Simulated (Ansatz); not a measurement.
The cluster Na₆H₆, relaxed as a singlet with RKS PBE-D4/def2-SVP in Ansatz, starting from the GFN2-xTB geometry. Force threshold 0.02 eV/Å.

The structure comes from a short search, and lower isomers may exist.

Start:

```tsv
atom	x (Å)	y (Å)	z (Å)
Na1	2.0712	-0.6673	0.1759
Na2	-0.1243	-0.5024	2.1712
Na3	-2.6811	0.5685	-0.4909
Na4	0.8275	0.2960	-2.4855
Na5	0.5730	2.3272	0.9611
Na6	-0.6492	-1.6426	-0.5411
H7	-0.0600	1.1342	1.9110
H8	0.8489	-1.4350	1.0967
H9	-1.0530	1.2069	-0.8425
H10	-1.9664	-0.9744	0.2207
H11	1.8707	0.8498	-0.3536
H12	0.3426	-1.1609	-1.8229
```

```
step  energy (eV)  largest force component (eV/Å)  SCF passes
   1  -26562.1394                           2.611          15
   2  -26564.4751                           1.760          16
   3  -26565.2312                           0.722          15
   4  -26565.8000                           0.707          16
   5  -26566.0605                           0.618          16
   6  -26566.2165                           0.406          16
   7  -26566.3339                           0.158          16
   8  -26566.4087                           0.135          15
   9  -26566.4584                           0.049          15
  10  -26566.4662                           0.007          14
  11  -26566.4666                           0.009          16
```

Force components are those of the run's own axes.

End:

Cartesian coordinates in Å:
```
Na 2.202 -0.931 -0.155
Na -0.566 -0.717 2.218
Na -2.203 0.932 0.155
Na 0.567 0.717 -2.219
Na 0.579 2.279 0.466
Na -0.579 -2.280 -0.466
H -0.760 1.406 1.910
H 0.933 -1.936 1.266
H -0.932 1.938 -1.266
H -2.125 -1.185 0.560
H 2.126 1.183 -0.560
H 0.758 -1.406 -1.910
```

Bonds formed: Na1–H12, Na2–H10, Na3–H7, Na4–H9, Na5–H9 (atoms count from 1). Metal–metal contacts that move far: Na4–Na5 4.01 to 3.11 Å, Na3–Na5 3.97 to 3.11 Å, Na2–Na3 3.84 to 3.11 Å. The end is the same structure that another start reached, the lowest one found.

The force fell under the threshold at step 10, but the optimiser went on. No frequencies were taken in this run, so the end may be a saddle point.

Hardware: 4 threads of Arm Neoverse N1 on a shared host. Wall time 29 s.
